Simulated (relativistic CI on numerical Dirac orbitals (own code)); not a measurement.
## Tc3+: L2,3 absorption edge

Computed with this model: Dirac-Coulomb-Breit CI, KLI orbitals optimised for each configuration, a model potential for QED, multiplet model of core-to-valence dipole absorption, unscaled Slater integrals; configurations [Kr] 4d4 → [He] 2s2 2p5 3s2 3p6 3d10 4s2 4p6 4d5; 300 K; Lorentzian 1.6 eV and Gaussian 0.5 eV FWHM. Energies are those of the free ion, without screening or charge transfer. The branching ratio is the share of the lower-energy edge in the whole absorption, uncertain by about 0.02 where the edges overlap. S is read from ⟨S²⟩ = S(S + 1).

Field parameters in Wybourne normalisation: D4h B²₀ = −7Ds, B⁴₀ = 21(Dq − Dt), B⁴₄ = 21√(5/14) Dq. The field is a parameter set, without covalency.

Case D4h, 10Dq = 20050, Ds = 3000, Dt = 90 cm⁻¹, the dichroism is that of the ground state at zero temperature, magnetised by exchange field 10 meV on Sz. The dichroism I(Δm = −1) − I(Δm = +1), over the sum of the three polarisations, integrates to -0.0199 on the lower edge and 0.0295 on the upper edge. The branching ratio is 0.721.

**Question.** Use the orbital sum rule with 6 holes to get ⟨Lz⟩.

**Answer.** For a p → d edge ⟨Lz⟩ = 2 × n_h × (sum of both integrals) in this sign convention = 0.12; the ground state itself has ⟨Lz⟩ = 0.14 and ⟨Sz⟩ = -1.94. The rule assumes one radial integral for both edges, which relativistic orbitals only approach.
